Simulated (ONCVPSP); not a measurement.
Plane-wave convergence, ONCV potential for iodine (I)

- Element: iodine
- Generator: ONCVPSP 4.0.1
- Type: optimised norm-conserving Vanderbilt (ONCV)
- Functional: PBEsol
- Relativity: scalar-relativistic
- Frozen core: [Ar] 3d10
- Valence charge: 25
- Reference configuration: 4s2 4p6 4d10 5s2 5p3 (charge +2)
- Partial waves: 4s+5s: rc 1.40 bohr, ncon 5, nbas 8, qcut 7.1 1/bohr, 2 projectors; 4p+5p: rc 1.45 bohr, ncon 4, nbas 7, qcut 11.5 1/bohr, 3 projectors, debl 3 Ha; 4d: rc 1.35 bohr, ncon 4, nbas 9, qcut 10.5 1/bohr, 2 projectors, debl 2.6 Ha
- Local potential: polynomial inside 1.10 bohr (lpopt 5, dvloc0 -1 Ha)
- Core correction: Teter function, fcfact 1.75, rcfact 1.45

Problem. For each optimised wave give the share of its norm inside rc, the residual kinetic energy above qcut (Ha) and the cutoffs (Ha) for errors of 10, 1, 0.1 and 0.01 mHa per electron.

Solution.

```tsv
wave	norm inside rc	residual KE	10 mHa	1 mHa	0.1 mHa	0.01 mHa
4s	0.987	1.9e-03	16.3	40.9	82.9	94.8
5s	0.204	3.3e-03	18.9	46.0	98.6	115.0
4p	0.978	4.9e-08	25.2	31.5	37.2	41.8
5p	0.130	3.9e-08	20.5	26.2	31.1	48.1
p projector 3	0.059	1.3e-07	19.8	25.6	31.8	52.4
4d	0.883	1.7e-05	37.6	45.0	50.6	65.8
d projector 2	0.021	3.1e-06	27.6	37.8	45.8	52.0
```

The occupied waves need 46 Ha and 99 Ha for 1 and 0.1 mHa.
